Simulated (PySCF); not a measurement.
C7H5ClO.
InChI=1S/C7H5ClO/c8-7(9)6-4-2-1-3-5-6/h1-5H

Theory: TDDFT wB97X-D/def2-SVPD, vertical, gas phase, core orbitals frozen in the response (PySCF 2.14.0, density-fitted response routines). The structure is a single PBE0-D3(BJ)/def2-SVP conformer in the gas phase; no vibrational or solvent corrections. Torsions of this conformer, `[O:1]=[C:2]([Cl:3])[c:4]1[cH:5][cH:6][cH:7][cH:8][cH:9]1`: O1–C2–C4–C5 -179°.

Question: Predict the UV-vis stick spectrum at this level.

Answer: 

```csv
state,E (eV),ν̃ (cm⁻¹),f,|μ| (D),symmetry,"main configurations (H = HOMO, L = LUMO)"
S1,4.71,37980,0.0001,0.05,–,"H-2→L (87%), H-2→L+3 (9%)"
S2,4.94,39810,0.023,1.10,A′,"H→L (79%), H-1→L+1 (15%)"
S3,5.37,43330,0.285,3.74,A′,H-1→L (87%)
S4,6.10,49220,0.0002,0.09,–,H-3→L (91%)
S5,6.43,51880,0.0048,0.44,A′,"H-4→L (68%), H-1→L+1 (13%)"
S6,6.66,53710,0.196,2.79,A′,"H-1→L+1 (58%), H-4→L (16%), H→L (12%)"
S7,6.79,54750,0.518,4.49,A′,H→L+1 (81%)
S8,6.94,56000,0.0001,0.06,–,H-5→L (94%)
S9,7.43,59950,0.0017,0.24,–,"H-6→L (74%), H-2→L+1 (15%)"
S10,7.50,60500,0.0003,0.10,–,"H-2→L+1 (74%), H-6→L (14%)"
```

Triplets (Tamm–Dancoff): T1 3.76 eV, H-1→L (74%), H→L+1 (10%), H→L (8%); T2 4.16 eV, H→L (84%), H-1→L (8%); T3 4.30 eV, H-2→L (83%), H-2→L+3 (10%); T4 4.69 eV, H→L+1 (83%), H-1→L (11%).

The lowest singlet lies at 4.71 eV (263 nm, ultraviolet) and is dark (f under 0.0005); its leading configuration is HOMO-2→LUMO (87%). The strongest level in the table is S7 at 6.79 eV (183 nm, f = 0.518). Löwdin shares by element: HOMO carbon 79% or more (atoms not listed hold the other 21%); LUMO carbon 45% or more, oxygen 18% (atoms not listed hold the other 37%). The listed states span 2.79 eV, and the widest gap between neighbours is 0.73 eV (S3 to S4). Orbital energies (eV): HOMO-3 -11.26, HOMO-2 -10.50, HOMO-1 -9.86, HOMO -9.79, LUMO -0.58, LUMO+1 0.86, LUMO+2 2.01. Weighted by f, the mean energy of these states is 6.33 eV. No computed singlet lies in the visible range (380 to 750 nm); the lowest, at 263 nm, stands 1.45 eV above its violet end (3.26 eV). The vertical ionisation energy (ΔSCF) is 9.87 eV, 2.37 eV above S10. Symmetry labels in Cs follow from the direction of the transition dipole and are given only for states with f of 0.002 or more. The window holds the lowest 10 singlets.

Time: 5.5 min of wall time; peak memory 1.3 GiB. Hardware: an Arm Neoverse V1 with one thread, shared host with 32 logical CPUs at a one-minute load of 11.
